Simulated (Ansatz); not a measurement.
`C[SiH2][GaH][Cl]` + CH₃OH → `CO[SiH2]C` + `[Cl][GaH2]` at 700 K and 1 bar (cleavage of the Si–Ga bond).

Calculated with Ansatz (gas phase, PBE0-D4/def2-TZVP geometries, no zero-point term in ΔE). CCSD(T)/CBS is the MP2 limit (def2-TZVPP, def2-QZVPP) plus CCSD(T) − MP2 in def2-TZVPP, frozen cores. This one scheme is used for every species. For Ga outer-core shells are correlated without core-valence functions, which leaves a few kJ/mol of doubt a bond. Scalar relativity is left out up to krypton. One conformer a species, not always the lowest.

```csv
species,CCSD(T)/CBS energy (Eh),H − E (kJ/mol),S (J/(mol·K))
`C[SiH2][GaH][Cl]`,-2714.51932,243.1,501.6
CH₃OH,-115.61712,170.8,288.5
`CO[SiH2]C`,-445.20896,329.8,453.3
`[Cl][GaH2]`,-2384.95520,74.2,315.7
```

H − E and S are ideal-gas, rigid-rotor, harmonic terms from PBE0-D4/def2-TZVP, for one conformer and one mirror image of each species. 1 Eh = 2625.50 kJ/mol, R = 8.31446 J/(mol·K).

**Question.** By hand: ΔE, ΔH, ΔS and ΔG.

**Answer.** ΔE = (-445.20896) + (-2384.95520) − (-2714.51932) − (-115.61712) = -0.02772 Eh = -72.8 kJ/mol. Δ(H − E) = 329.8 + 74.2 − 243.1 − 170.8 = -9.9, so ΔH = -82.7 kJ/mol. ΔS = 453.3 + 315.7 − 501.6 − 288.5 = -21.1 J/(mol·K). ΔG = -82.7 − 700 × (-21.1)/1000 = -67.9 kJ/mol.

**Question.** By hand: the equilibrium constant, and the temperature at which ΔG would vanish if ΔH and ΔS stayed fixed.

**Answer.** log₁₀ K = −ΔG/(RT ln 10) = 5.1. ΔG = 0 at ΔH/ΔS = 3919 K, far beyond where these terms or the molecules hold.

ΔH outweighs TΔS. A doubt of 5 kJ/mol in ΔE shifts log₁₀ K by 0.4 here. Other conformers and mirror images would add mixing entropy, several J/(mol·K) or more a flexible species. Modes under 60 cm⁻¹, often nearly free rotors, make the harmonic entropy too high. These are equilibria of isolated gas molecules and say nothing of rates. Largest T1 diagnostic: 0.012 (customary marks: 0.02 for closed shells, 0.045 for open ones).
